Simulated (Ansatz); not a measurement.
System: sum formula HSiO2F2, charge -1, multiplicity 1. It need not be the lowest isomer of its formula. Whether it binds its extra electron was not tested at this geometry. 
Coordinates optimised at B3LYP-D3(BJ)/def2-TZVP (Ansatz, a program for electronic structure):
```xyz
6

O     -1.1113    -0.4176    -1.2434
Si    -0.1120    -0.0464    -0.1379
O      1.5190    -0.1856    -0.5105
F     -0.2178    -0.8737     1.2759
F     -0.2010     1.4749     0.4720
H      2.0762     0.0644     0.2315
```
Charge -1, spin multiplicity 1.

Total electronic energies in hartree. Correlated levels leave the core frozen unless marked. No spin-orbit coupling. No relativistic terms. Basis-set limits of correlation are two-point, X^-3; Hartree-Fock from the larger set.

```
level                                         program  energy (Eh)
--------------------------------------------  -------  -----------
HF/6-31G                                       Ansatz   -638.16072
RI-HF/cc-pV(T+d)Z                              Ansatz   -638.54945
RI-HF/cc-pV(Q+d)Z                              Ansatz   -638.59002
B2PLYP/def2-TZVPD                              Ansatz   -640.39622
RPA@PBE/cc-pV(Q+d)Z                            Ansatz   -640.34535
SCS-MP2/cc-pV(5+d)Z                            Ansatz   -639.82879
CCSD/STO-3G                                    Ansatz   -629.96390
CCSD/cc-pV(Q+d)Z                               Ansatz   -639.78742
CCSD(T)/CBS(aug-cc-pV(T+d)Z,aug-cc-pV(Q+d)Z)   Ansatz    -639.9057
```

Totals of different functionals don't rank their quality; only differences between species are comparable.
